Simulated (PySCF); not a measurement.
NMR data simulated for an unnamed compound:

¹H NMR (500 MHz, computed): δ 7.24 (d, J = 2.1 Hz, 1H), 7.19 (d, J = 4.0 Hz, 1H), 6.44 (dd, J = 4.0, 2.1 Hz, 1H), 2.32 (s, 3H).

¹³C{¹H} NMR (computed): δ 171.0 (C), 146.5 (C), 136.0 (CH), 109.3 (CH), 107.5 (CH), 26.7 (CH3).

- B3LYP/pcJ-1 coupling constants (without the spin–dipole term)
- shielding tensors at KT3/pcSseg-1 (GIAO)
- PBE0-D3(BJ)/def2-SVP structure
- program: PySCF 2.14
- a single conformation, gas phase, fast rotation and ring inversion assumed for equivalent nuclei, non-relativistic Hamiltonian

Referencing at the same level of theory: ¹H, ¹³C vs TMS.

Q: Which of these does the molecule contain: a CF3 group, an NH or NH2 group, a ketone, a three-membered ring, a heteroaromatic ring?

A: 
- A CF3 group: no.
- An NH or NH2 group: no.
- A ketone: yes (δC 171.0).
- A three-membered ring: no.
- A heteroaromatic ring: yes.

The data belong to `CC(=O)c1ccco1`, C₆H₆O₂; they needn't prove each group on their own.

Carbon signals by region: 1 in the far downfield region (above 160 ppm), 4 in the sp2 and nitrile region (100–160 ppm), 1 below 50 ppm. Above 160 ppm: 171.0, ketone carbonyl carbon.

Splittings below 1 Hz are ignored in the labels, and close J values are merged. Unscaled 3J(H,H) at this level run about 10 % above measured values. Shifts are as computed, not scaled to solution data. Of 1211 compounds with measured shifts, 218 miss one by over three times the rms of a fit or turn the order of signals round; such compounds aren't used in these exercises.
